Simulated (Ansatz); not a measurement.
Process, species as SMILES: [SeH] (SeH) → H atom + Se atom
B3LYP-D3(BJ)/def2-TZVP geometries, fixed; electronic energies without zero-point terms.

Energies in hartree at CCSD(T) with Ansatz (a program for electronic structure); the atomisation energy is their sum with the coefficients shown, times 627.509 kcal/mol a hartree. All functions are spherical. Cores are frozen (with 3d on Ga to Br). Open shells are unrestricted. No added dispersion term, no relativity.

```json
[
 {"species": "[SeH] (SeH)", "coefficient": "-1", "part": "Hartree-Fock", "cc-pVDZ": "-2400.37799", "cc-pVTZ": "-2400.45463", "cc-pVQZ": "-2400.45803"},
 {"species": "[SeH] (SeH)", "coefficient": "-1", "part": "correlation", "cc-pVDZ": "-0.11935", "cc-pVTZ": "-0.15949", "cc-pVQZ": "-0.17160"},
 {"species": "H atom", "coefficient": "+1", "part": "Hartree-Fock", "cc-pVDZ": "-0.49928", "cc-pVTZ": "-0.49981", "cc-pVQZ": "-0.49995"},
 {"species": "Se atom", "coefficient": "+1", "part": "Hartree-Fock", "cc-pVDZ": "-2399.79713", "cc-pVTZ": "-2399.87209", "cc-pVQZ": "-2399.87500"},
 {"species": "Se atom", "coefficient": "+1", "part": "correlation", "cc-pVDZ": "-0.08797", "cc-pVTZ": "-0.12232", "cc-pVQZ": "-0.13201"}
]
```

**Question.** Predict the atomisation energy in cc-pV5Z (X = 5): let each Hartree-Fock step shrink by the ratio of the last two, and fit each correlation energy at X = 3 and 4 to E + A/X^3. Compare with the run.

**Answer.** 
- [SeH] (SeH): steps -0.07664 and -0.00340, ratio 0.044, so Hartree-Fock -2400.45818 (run: -2400.45846); A = (-0.15949 - (-0.17160))/(1/27 - 1/64) = 0.5656, correlation -0.17160 - A/64 + A/125 = -0.17591 (run: -0.17557).
- H atom: steps -0.00053 and -0.00014, ratio 0.264, so Hartree-Fock -0.49999 (run: -0.49999).
- Se atom: steps -0.07496 and -0.00291, ratio 0.039, so Hartree-Fock -2399.87511 (run: -2399.87534); A = (-0.12232 - (-0.13201))/(1/27 - 1/64) = 0.4525, correlation -0.13201 - A/64 + A/125 = -0.13546 (run: -0.13530).
Predicted 77.52 kcal/mol; the run in cc-pV5Z gives 77.43, a miss of 0.08. Keeping the value in cc-pVQZ, 76.98, would miss by -0.46. All sums are of the energies as printed.
